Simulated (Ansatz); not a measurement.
Ideal-gas functions of `CN=C=[Se]` at 400 K and 1 bar, from an Ansatz frequency run at PBE0-D4/def2-TZVP.

Molar mass 120.01 g/mol, point group C3v (symmetry number 3), electronic degeneracy 1, moments of inertia 3.179, 309.515, 309.515 u Å². Harmonic wavenumbers (cm⁻¹, unscaled): 33, 33, 412, 412, 511, 1116, 1136, 1137, 1450, 1480, 1480, 2291, 3043, 3118, 3118.

Use S(trans) = R[1.5 ln M + 2.5 ln T − 1.1517]; rotational temperatures θ = 24.2544 K / I; S(rot) = R[ln(√π/σ · √(T³/θAθBθC)) + 1.5]; for each mode x = 1.438777 ν̃/T, S = R[x/(eˣ − 1) − ln(1 − e⁻ˣ)] and H = RT x/(eˣ − 1); 1 cm⁻¹ = 0.0119627 kJ/mol; R = 8.31446 J/(mol·K).

Problem. By hand: the entropy, in J/(mol·K).

Solution. Translation 174.7. Rotation: θ = 7.6296, 0.0784, 0.0784 K, giving 95.5. Vibration, mode by mode: 26.04, 26.04, 5.77, 5.77, 4.33, 0.77, 0.72, 0.72, 0.28, 0.26, 0.26, 0.02, 0.00, 0.00, 0.00, in all 71.0. Electronic 0.0. Sum 341.2 J/(mol·K).

Problem. By hand: H − E and G − E in kJ/mol, counted from the electronic energy.

Solution. Zero-point energy ½ × 20770 × 0.0119627 = 124.2; thermal vibration 11.3; translation, rotation and pV give 4 RT = 13.3. H − E = 148.8 kJ/mol, and G − E = 148.8 − 400 × 341.2/1000 = 12.3 kJ/mol.

Vibration gives 21 % of the entropy, 52.1 J/(mol·K) of it from the modes under 150 cm⁻¹: soft modes count most, and the harmonic formula is weakest for them.
